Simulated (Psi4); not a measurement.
diglyme (C$_{6}$H$_{14}$O$_{3}$), singlet, geometry from GFN2-xTB; MP2/STO-3G (Psi4 1.11).

Here is a job for Psi4.
```
memory 2 GB

molecule {
0 1
C    -4.32018274    0.10369954   -0.27968204
O    -3.32739323    0.88011273    0.34633474
C    -2.03256097    0.72714712   -0.18116636
C    -1.36618584   -0.60355762    0.21708757
O    -0.07916902   -0.76777934   -0.32857044
C     0.92423032    0.03238711    0.25737989
C     2.27756247   -0.49578610   -0.20804157
O     3.28593317    0.31629622    0.34300580
C     4.57752733   -0.08497099   -0.03728386
H    -5.27128911    0.45139207    0.11948003
H    -4.20986180   -0.96368918   -0.06140571
H    -4.30709659    0.24760544   -1.36654269
H    -2.04487064    0.80671816   -1.27836767
H    -1.46048727    1.56340887    0.22841288
H    -1.94417526   -1.44216755   -0.17961612
H    -1.33928610   -0.67600091    1.31424203
H     0.86923954   -0.01770022    1.35356851
H     0.83128529    1.08347749   -0.04514543
H     2.31600329   -0.47472289   -1.30729183
H     2.39741675   -1.54037524    0.11607243
H     4.70502381   -0.03709573   -1.12587243
H     5.26978660    0.60484485    0.44071062
H     4.79100102   -1.10824617    0.29583295
}

set {
  basis sto-3g
}

energy('mp2')
print_variables()
```

It wrote (shortened):

```
    SCF Algorithm Type (re)set to DF.

   => Loading Basis Set <=

    Name: STO-3G
    Role: ORBITAL
    Keyword: BASIS

         ---------------------------------------------------------
                                   SCF
               by Justin Turney, Rob Parrish, Andy Simmonett
                          and Daniel G. A. Smith
                              RHF Reference
         ---------------------------------------------------------

  ==> Geometry <==

    Molecular point group: c1
    Full point group: C1

    Geometry (in Angstrom), charge = 0, multiplicity = 1:

       Center              X                  Y                   Z               Mass
    ------------   -----------------  -----------------  -----------------  -----------------
         C           -4.315727968801     0.092598290518    -0.290736816366    12.000000000000
         O           -3.322938458801     0.869011480518     0.335279963634    15.994914619570
         C           -2.028106198801     0.716045870518    -0.192221136366    12.000000000000
         C           -1.361731068801    -0.614658869482     0.206032793634    12.000000000000
         O           -0.074714248801    -0.778880589482    -0.339625216366    15.994914619570
         C            0.928685091199     0.021285860518     0.246325113634    12.000000000000
         C            2.282017241199    -0.506887349482    -0.219096346366    12.000000000000
         O            3.290387941199     0.305194970518     0.331951023634    15.994914619570
         C            4.581982101199    -0.096072239482    -0.048338636366    12.000000000000
         H           -5.266834338801     0.440290820518     0.108425253634     1.007825032230
         H           -4.205407028801    -0.974790429482    -0.072460486366     1.007825032230
         H           -4.302641818801     0.236504190518    -1.377597466366     1.007825032230
         H           -2.040415868801     0.795616910518    -1.289422446366     1.007825032230
         H           -1.456032498801     1.552307620518     0.217358103634     1.007825032230
         H           -1.939720488801    -1.453268799482    -0.190670896366     1.007825032230
         H           -1.334831328801    -0.687102159482     1.303187253634     1.007825032230
         H            0.873694311199    -0.028801469482     1.342513733634     1.007825032230
         H            0.835740061199     1.072376240518    -0.056200206366     1.007825032230
         H            2.320458061199    -0.485824139482    -1.318346606366     1.007825032230
         H            2.401871521199    -1.551476489482     0.105017653634     1.007825032230
         H            4.709478581199    -0.048196979482    -1.136927206366     1.007825032230
         H            5.274241371199     0.593743600518     0.429655843634     1.007825032230
         H            4.795455791199    -1.119347419482     0.284778173634     1.007825032230

  Running in c1 symmetry.

  Rotational constants: A =      0.26072  B =      0.01462  C =      0.01423 [cm^-1]
  Rotational constants: A =   7816.28957  B =    438.16844  C =    426.67879 [MHz]
  Nuclear repulsion =  471.311515798494725

  Charge       = 0
  Multiplicity = 1
  Electrons    = 74
  Nalpha       = 37
  Nbeta        = 37

  ==> Algorithm <==

  SCF Algorithm Type is DF.
  DIIS enabled.
  MOM disabled.
  Fractional occupation disabled.
  Guess Type is SAD.
  Energy threshold   = 1.00e-08
  Density threshold  = 1.00e-08
  Integral threshold = 1.00e-12

  ==> Primary Basis <==

  Basis Set: STO-3G
    Blend: STO-3G
    Number of shells: 41
    Number of basis functions: 59
    Number of Cartesian functions: 59
    Spherical Harmonics?: true
    Max angular momentum: 1

   => Loading Basis Set <=

    Name: (STO-3G AUX)
    Role: JKFIT
    Keyword: DF_BASIS_SCF

  ==> Integral Setup <==

  SCF_SUBTYPE=INCORE selected. In-core MEM_DF algorithm will be used.
  Using in-core AOs.

  ==> MemDFJK: Density-Fitted J/K Matrices <==

[...]

  ==> Post-Iterations <==

    Orbital Energies [Eh]
    ---------------------

    Doubly Occupied:

[...]
      37A     -0.308188

    Virtual:

[...]
      59A      0.849790

    Final Occupation by Irrep:
              A
    DOCC [    37 ]
    NA   [    37 ]
    NB   [    37 ]

  @DF-RHF Final Energy:  -454.11027295162648

   => Energetics <=

    Nuclear Repulsion Energy =            471.3115157984947245
    One-Electron Energy =               -1558.8589079395267163
    Two-Electron Energy =                 633.4371191894056210
    Total Energy =                       -454.1102729516264844

Computation Completed

Properties will be evaluated at   0.000000,   0.000000,   0.000000 [a0]

Properties computed using the SCF density matrix

 Multipole Moments:

 ------------------------------------------------------------------------------------
     Multipole            Electronic (a.u.)      Nuclear  (a.u.)        Total (a.u.)
 ------------------------------------------------------------------------------------

 L = 1.  Multiply by 2.5417464519 to convert [e a0] to [Debye]
 Dipole X            :         -0.5254470            0.6229546            0.0975076
 Dipole Y            :          1.1804664           -1.5523953           -0.3719289
 Dipole Z            :          1.2440389           -1.5458967           -0.3018578
 Magnitude           :                                                    0.4888323

 ------------------------------------------------------------------------------------

  //>>>>>>>>>>>>>>>>>>>>>>>>>>>>>>>>>>>//
  //               DFMP2               //
  //<<<<<<<<<<<<<<<<<<<<<<<<<<<<<<<<<<<//

   => Loading Basis Set <=

    Name: (STO-3G AUX)
    Role: RIFIT
    Keyword: DF_BASIS_MP2

	 --------------------------------------------------------
	                          DF-MP2
	      2nd-Order Density-Fitted Moller-Plesset Theory

	        Rob Parrish, Justin Turney, Andy Simmonett,
	           Ed Hohenstein, and C. David Sherrill
	 --------------------------------------------------------

   => Auxiliary Basis Set <=

  Basis Set: (STO-3G AUX)
    Blend: DEF2-SVP-RI
    Number of shells: 228
    Number of basis functions: 628
    Number of Cartesian functions: 705
    Spherical Harmonics?: true
    Max angular momentum: 3

	 --------------------------------------------------------
	                 NBF =    59, NAUX =   628
	 --------------------------------------------------------
	   CLASS    FOCC     OCC    AOCC    AVIR     VIR    FVIR
	   PAIRS       0      37      37      22      22       0
	 --------------------------------------------------------

	-----------------------------------------------------------
	 ==================> DF-MP2 Energies <====================
	-----------------------------------------------------------
	 Reference Energy          =    -454.1102729516264844 [Eh]
	 Singles Energy            =      -0.0000000000000000 [Eh]
	 Same-Spin Energy          =      -0.0498034650641578 [Eh]
	 Opposite-Spin Energy      =      -0.3612508114669786 [Eh]
	 Correlation Energy        =      -0.4110542765311365 [Eh]
	 Total Energy              =    -454.5213272281576451 [Eh]
	-----------------------------------------------------------
	 ================> DF-SCS-MP2 Energies <==================
	-----------------------------------------------------------
	 SCS Same-Spin Scale       =       0.3333333333333333 [-]
	 SCS Opposite-Spin Scale   =       1.2000000000000000 [-]
	 SCS Same-Spin Energy      =      -0.0166011550213859 [Eh]
	 SCS Opposite-Spin Energy  =      -0.4335009737603743 [Eh]
	 SCS Correlation Energy    =      -0.4501021287817603 [Eh]
	 SCS Total Energy          =    -454.5603750804082210 [Eh]
	-----------------------------------------------------------

  Variable Map:
  ----------------------------------------------------------------------------
[...]
  Array Variable Map:
  ----------------------------------------------------------------------------
[...]
[...]
```
